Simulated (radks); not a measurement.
Species: Sc3+. Configuration: [Ar] (the NIST ground configuration). Method: Dirac Kohn-Sham, PBE, spin-unpolarised, spherical densities, point nucleus; computed with a radial shooting solver on a logarithmic mesh with Libxc functionals.

Spin-orbit splittings of the eigenvalues, e(l+1/2) - e(l-1/2), with zeta = 2 splitting/(2l+1) and mean radii in bohr:

shell  occ.  splitting (eV)  zeta (eV)  <r> j=l-1/2  <r> j=l+1/2
2p        6               ?          ?       0.3059       0.3085
3p        6          0.5430     0.3620        1.125        1.132

Estimate the 2p splitting.

Answer. 4.639 eV (zeta = 3.093 eV).
